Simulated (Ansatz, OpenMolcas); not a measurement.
## Exact exchange and the HOMO–LUMO gap of InCNClF

The species is InCNClF (5 atoms), meant as a singlet with charge 0. SMILES: `N#[C][In]([F])[Cl]`. Geometry: relaxed at PBE0-D4/def2-TZVP.

The HOMO–LUMO gap y, in eV, basis def2-SVP with a core potential; a is the functional's share of exact exchange. Programs: Ansatz 0.2.0, OpenMolcas 26.06.

| functional | program | a | y (eV) |
| --- | --- | --- | --- |
| TPSS | OpenMolcas | 0 | 5.06 |
| revPBE | Ansatz | 0 | 4.85 |
| B3LYP | Ansatz | 0.2 | ? |
| PBE0 | Ansatz | 0.25 | 7.19 |
| r2SCAN0 | Ansatz | 0.25 | 7.59 |
| BHLYP | Ansatz | 0.5 | 9.23 |

Problem. Fit y = c + s·a to the known rows and predict B3LYP.

Solution. 
1. Means of the 5 rows: a = 0.2000, y = 6.784.
2. Σ(Δa)² = 0.175, Σ(Δa·Δy) = 1.526, so the slope is 1.526/0.175 = 8.72.
3. Intercept: 6.784 − (8.72) × 0.2000 = 5.040. The largest residual of the fit is 0.37.
4. B3LYP: 5.040 + (8.72) × 0.2 = 6.78 eV.

The run gave 6.55 eV, so the prediction is off by +0.23 eV, within the largest residual. Exact exchange lowers occupied levels and raises empty ones. The rows mix families of semi-local functionals, which the line can't see.
